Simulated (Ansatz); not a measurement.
Mulliken charges of C$_{2}$H$_{5}$AlSi (`C=[C]1[AlH][SiH2]1`) from PBE/def2-TZVPP in Ansatz (PBE0-D4/def2-TZVP geometry).

```csv
atom,x (Å),y (Å),z (Å),charge (e)
C1,-0.728,1.207,-0.848,-0.191
C2,-0.172,0.065,-0.434,-0.137
Al3,1.590,-0.722,-0.352,0.249
Si4,-0.170,-0.889,1.201,0.057
H5,-1.506,1.724,-0.283,0.100
H6,-0.435,1.690,-1.779,0.106
H7,2.998,-0.762,-1.076,-0.066
H8,-0.963,-2.145,1.068,-0.053
H9,-0.525,-0.214,2.484,-0.065
```

**Question.** By hand: the dipole of these point charges (1 e Å = 4.8032 D).

**Answer.** Σ q r = (0.239, 0.060, -0.162) e Å, of length 0.295 e Å = 1.42 D.

**Question.** How does the dipole of the full density compare? (An estimate is asked.)

**Answer.** Ansatz gave: (0.120, 0.110, -0.134) e Å, 1.01 D; the point charges give 1.41 times that, at 24° from its direction.

Point charges leave out the atoms' own dipoles, such as those of lone pairs, and Mulliken's split depends on the basis, so the two needn't agree.
